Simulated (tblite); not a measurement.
C3H9SeSi2 (doublet state).
Numbering: `[CH2:1]=[CH:2][CH2:3][Si@@H:4]([SiH3:5])[Se:6]` (hydrogens: H7, H8 on C1; H9 on C2; H10, H11 on C3; H12 on Si4; H13, H14, H15 on Si5)
Bond orders are those of one Lewis drawing.

Computed with GFN2-xTB (tblite), gas phase: L-BFGS steps from a force-field or distance-geometry start until the largest atomic force falls under 0.01 eV/Å.

The end geometry, which sets the zero of energy:
```
atom  x, y, z in Å
C1     -2.5240   -0.2133   -0.3526
C2     -1.4341    0.4125    0.0612
C3     -0.5345   -0.0888    1.1214
Si4     1.0236   -0.9213    0.3529
Si5     2.0577    0.7777   -0.9391
Se6     2.4827   -1.5794    1.8452
H7     -3.1435    0.1766   -1.1417
H8     -2.8455   -1.1385    0.0972
H9     -1.1299    1.3404   -0.4093
H10    -0.2103    0.7208    1.7745
H11    -1.0374   -0.8377    1.7322
H12     0.5550   -1.9850   -0.5436
H13     1.2720    0.9144   -2.1632
H14     3.4259    0.3942   -1.2614
H15     2.0381    2.0353   -0.1957
```

Task: These geometries come from the run, each turned onto the end geometry. Order them by energy, lowest first.
A.
```
atom  x, y, z in Å
C1     -2.3470   -0.3014   -0.5053
C2     -1.4804    0.4720    0.1312
C3     -0.5760   -0.0073    1.2020
Si4     0.9759   -0.8632    0.4377
Si5     2.0132    0.7408   -0.9607
Se6     2.4859   -1.5150    1.8738
H7     -2.9700    0.0691   -1.3026
H8     -2.4688   -1.3380   -0.2323
H9     -1.3663    1.5104   -0.1597
H10    -0.2822    0.8106    1.8585
H11    -1.0585   -0.7794    1.8026
H12     0.4544   -1.9326   -0.4248
H13     1.0126    1.1482   -1.9433
H14     3.1461    0.1042   -1.6197
H15     2.4571    1.8895   -0.1795
```
B.
```
atom  x, y, z in Å
C1     -2.2895   -0.3161   -0.5353
C2     -1.5338    0.5024    0.1803
C3     -0.5501    0.0367    1.1869
Si4     0.9483   -0.8785    0.4081
Si5     2.0057    0.7128   -0.9845
Se6     2.3752   -1.5311    1.9275
H7     -2.9993    0.0447   -1.2591
H8     -2.2310   -1.3849   -0.4081
H9     -1.6025    1.5724    0.0250
H10    -0.1865    0.8624    1.7972
H11    -1.0156   -0.6868    1.8557
H12     0.4632   -1.9612   -0.4547
H13     1.0325    1.1567   -1.9854
H14     3.1386    0.0411   -1.6179
H15     2.4404    1.8374   -0.1577
```
C.
```
atom  x, y, z in Å
C1     -2.4848   -0.2348   -0.4250
C2     -1.4412    0.4183    0.0578
C3     -0.5615   -0.0936    1.1303
Si4     1.0325   -0.8986    0.4096
Si5     2.0386    0.7698   -0.9422
Se6     2.5090   -1.4208    1.9372
H7     -3.0904    0.1606   -1.2223
H8     -2.7806   -1.1915   -0.0274
H9     -1.1663    1.3828   -0.3528
H10    -0.2675    0.7060    1.8090
H11    -1.0742   -0.8589    1.7118
H12     0.6153   -2.0195   -0.4422
H13     1.0611    1.1278   -1.9671
H14     3.2370    0.2199   -1.5622
H15     2.3688    1.9403   -0.1364
```
D.
```
atom  x, y, z in Å
C1     -2.2826   -0.3278   -0.5370
C2     -1.5251    0.5165    0.1550
C3     -0.5250    0.0115    1.1855
Si4     0.9360   -0.7940    0.3466
Si5     1.9735    0.6714   -0.9553
Se6     2.3836   -1.5365    1.9494
H7     -3.0044    0.0695   -1.2574
H8     -2.2105   -1.3949   -0.3955
H9     -1.6273    1.5791    0.0202
H10    -0.1656    0.8717    1.7843
H11    -1.0267   -0.7080    1.8686
H12     0.4767   -1.9462   -0.4498
H13     1.0311    1.1500   -1.9799
H14     3.1330    0.0267   -1.6079
H15     2.4290    1.8189   -0.1488
```
E.
```
atom  x, y, z in Å
C1     -2.3879   -0.2815   -0.4769
C2     -1.4506    0.4500    0.1045
C3     -0.5748   -0.0436    1.1889
Si4     0.9835   -0.8805    0.4271
Si5     2.0053    0.7561   -0.9524
Se6     2.4858   -1.4653    1.9019
H7     -2.9877    0.0950   -1.2864
H8     -2.5964   -1.2897   -0.1576
H9     -1.2478    1.4546   -0.2489
H10    -0.2620    0.7608    1.8523
H11    -1.0800   -0.7994    1.7901
H12     0.5137   -1.9680   -0.4418
H13     1.0174    1.1740   -1.9445
H14     3.1477    0.1340   -1.6099
H15     2.4294    1.9112   -0.1685
```

Result: C (0.005 eV), E (0.011 eV), A (0.020 eV), B (0.049 eV), D (0.286 eV).

In the order of the answer:

```
step  E above end (eV)  largest force (eV/Å)  rms force component (eV/Å)  rms distance from end (Å)  rms bond change (Å)  bond most changed (Å)
  78             0.005                  0.05                       0.012                      0.185                0.001         Si5–H15 -0.002
  47             0.011                  0.04                       0.016                      0.255                0.001         Si4–Se6 -0.003
  33             0.020                  0.08                       0.027                      0.298                0.002         Si4–Se6 -0.005
   7             0.049                  0.12                       0.037                      0.380                0.003         Si4–Si5 -0.008
   0             0.286                  2.22                       0.592                      0.385                0.054         Si4–Si5 -0.154
```

The cost below is that of the whole relaxation. On Arm Neoverse V1, one thread (shared host), this took 1.1 s.
